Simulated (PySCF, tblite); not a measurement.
Isomers of C6H12OSSi. Method: GFN2-xTB as coded in tblite; computed harmonic values from a numerical Hessian at the method's own geometry, unscaled. Against measured fundamentals such values can be off by several per cent, at times by over 20. Modes of hydrogen on silicon can be 10 to 20 % off. One conformer each.

Electronic energies: PBE0/pcSseg-1 single points on the GFN2-xTB geometries (PySCF, gas phase).

| SMILES | electronic energy, lowest = 0 (kJ/mol) |
| --- | --- |
| C=C(CC)[SiH2]OC(C)=S | 100.8 |
| C=C(SC)[C@@H]1[SiH2][C@@H]1OC | 389.6 |
| CC/C=C/[Si@H]1OCCS1 | 0.0 |
| CO[C@@H]1[C@@H]([SiH3])[C@@H]1C(C)=S | 303.4 |
| CCS[C@@H]1C[Si@@H]1C(C)=O | 240.7 |
| C=C[SiH2]SC(C)(C)C=O | 151.4 |

How do GFN2-xTB zero-point energies change the relative energies?

```
                              SMILES  ZPE (kJ/mol)  of it from modes above 1550 cm⁻¹  electronic (kJ/mol)  with ZPE, lowest = 0 (kJ/mol)  lowest mode (cm⁻¹)  rings
                 CC/C=C/[Si@H]1OCCS1         440.2                             221.3                  0.0                            0.0                  21      1
                C=C(CC)[SiH2]OC(C)=S         426.3                             218.6                100.8                           86.9                  32      0
                C=C[SiH2]SC(C)(C)C=O         420.3                             228.8                151.4                          131.4                  22      0
           CCS[C@@H]1C[Si@@H]1C(C)=O         428.5                             223.5                240.7                          229.0                  33      1
CO[C@@H]1[C@@H]([SiH3])[C@@H]1C(C)=S         417.4                             201.5                303.4                          280.6                  38      1
       C=C(SC)[C@@H]1[SiH2][C@@H]1OC         420.9                             218.5                389.6                          370.3                  53      1
```

The zero-point energies span 22.8 kJ/mol, from `CO[C@@H]1[C@@H]([SiH3])[C@@H]1C(C)=S` to `CC/C=C/[Si@H]1OCCS1`. The order is unchanged.

And how do the electronic energies of GFN2-xTB itself compare?

`CC/C=C/[Si@H]1OCCS1` 0.0; `C=C(CC)[SiH2]OC(C)=S` 70.3; `C=C[SiH2]SC(C)(C)C=O` 203.8; `CCS[C@@H]1C[Si@@H]1C(C)=O` 342.6; `CO[C@@H]1[C@@H]([SiH3])[C@@H]1C(C)=S` 236.4; `C=C(SC)[C@@H]1[SiH2][C@@H]1OC` 363.9 kJ/mol, lowest = 0. Against the energies above, taken from the same isomer `CC/C=C/[Si@H]1OCCS1`, the largest difference is 101.9 kJ/mol.

What do entropy and thermal enthalpy add at 298.15 K and 1 bar (rigid rotor, harmonic oscillator, one conformer each)?

```json
{"SMILES": "CCS[C@@H]1C[Si@@H]1C(C)=O", "point group": "C1", "symmetry number": "1", "S (J/(mol K))": "474.3", "H − H(0) (kJ/mol)": "35.75", "ZPE + H − H(0) − TS (kJ/mol)": "322.8"}
{"SMILES": "CO[C@@H]1[C@@H]([SiH3])[C@@H]1C(C)=S", "point group": "C1", "symmetry number": "1", "S (J/(mol K))": "470.4", "H − H(0) (kJ/mol)": "35.19", "ZPE + H − H(0) − TS (kJ/mol)": "312.3"}
{"SMILES": "C=C(SC)[C@@H]1[SiH2][C@@H]1OC", "point group": "C1", "symmetry number": "1", "S (J/(mol K))": "453.5", "H − H(0) (kJ/mol)": "34.58", "ZPE + H − H(0) − TS (kJ/mol)": "320.3"}
```

Not tabulated: `CC/C=C/[Si@H]1OCCS1` (lowest mode only 21 cm⁻¹); `C=C(CC)[SiH2]OC(C)=S` (point group not settled); `C=C[SiH2]SC(C)(C)C=O` (lowest mode only 22 cm⁻¹).
